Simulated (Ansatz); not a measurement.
Input file for Ansatz (a first-principles code): R-CCSD(T)/def2-TZVPP on H5PSn (SMILES [PH2][SnH3]), a point of a torsion scan. Elements past Kr take the def2 small-core potentials; no spin–orbit coupling. The run froze 14 orbitals, filled d shells among them.

Ansatz 0.2 input:
```yaml
crystal:
  periodic: [false, false, false]
  atoms:
    - {symbol: P, position_ang: [1.56745248, -0.53853630, 0.29144698]}
    - {symbol: Sn, position_ang: [-0.83208728, 0.05956632, 0.12111242]}
    - {symbol: H, position_ang: [1.98592959, 0.77759717, 0.37592654]}
    - {symbol: H, position_ang: [1.74980596, -0.56969267, -1.08000999]}
    - {symbol: H, position_ang: [-1.23273597, 1.39277184, -0.82415344]}
    - {symbol: H, position_ang: [-1.73329193, -1.20759890, -0.49313767]}
    - {symbol: H, position_ang: [-1.47808855, 0.37918093, 1.62866519]}
basis:
  gaussian:
    orbitals: def2-TZVPP
magnetization: {spin_polarized: false}
correlation: {method: ccsd_t, electrons: outside_noble_gas}
scf: {lower_state_search: off}
```

### Question
Give the final energy of this run.

### Answer
-557.3220 hartree (reference determinant -556.9889, T1 diagnostic 0.012).

### Question
How many basis functions does it have, and what does it roughly cost on one machine?

### Answer
162 functions; roughly 14 core-seconds.
